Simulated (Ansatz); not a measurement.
System: sum formula MoO₂Cl, net charge 1, singlet state. SMILES: [O]=[Mo+](=[O])[Cl]
Geometry: optimised at B3LYP-D3(BJ)/def2-TZVP (Ansatz, an electronic-structure program).

Wanted: vertical triplet-singlet gap (E(triplet) - E(singlet); each state is the SCF solution reached for its spin; the UHF <S^2> is 2.37 for the triplet (pure: 2.00); for the triplet T1 is 0.058; for the singlet the Hartree-Fock reference is unstable and T1 is 0.033), in kcal/mol. Correlated levels leave the core frozen unless marked. Open shells are spin-unrestricted. Spin-orbit coupling is left out. The frozen core is the preceding noble-gas configuration, with the filled d and f shells of earlier blocks. Past Kr the def2 sets carry scalar-relativistic core potentials. Basis-set limits of correlation are two-point, X^-3; Hartree-Fock from the larger set.

```
level                                program  vertical triplet-singlet gap (kcal/mol)
-----------------------------------  -------  ---------------------------------------
HF/def2-SVPD                          Ansatz                                      4.6
HF/def2-TZVPPD                        Ansatz                                      4.4
HF/def2-QZVPPD                        Ansatz                                      4.4
SVWN5/def2-TZVPD                      Ansatz                                     61.6
PBE/def2-TZVPD                        Ansatz                                     58.5
r2SCAN/def2-TZVPD                     Ansatz                                     56.2
B3LYP/def2-TZVPD                      Ansatz                                     54.9
PBE0/def2-TZVPD                       Ansatz                                     54.3
BHLYP/def2-TZVPD                      Ansatz                                     42.2
CAM-B3LYP/def2-TZVPD                  Ansatz                                     52.8
wB97M-V/def2-TZVPD                    Ansatz                                     55.9
wB97X-V/def2-TZVPD                    Ansatz                                     55.5
B2PLYP/def2-TZVPD                     Ansatz                                     74.0
MP2/def2-SVPD                         Ansatz                                    127.0
RI-MP2/def2-TZVPPD                    Ansatz                                    125.7
RI-MP2/def2-QZVPPD                    Ansatz                                    126.1
RI-MP2/CBS(def2-TZVPPD,def2-QZVPPD)   Ansatz                                    126.4
SCS-MP2/def2-SVPD                     Ansatz                                    117.3
CCSD/def2-SVPD                        Ansatz                                     53.9
CCSD(T)/def2-SVPD                     Ansatz                                     64.0
```
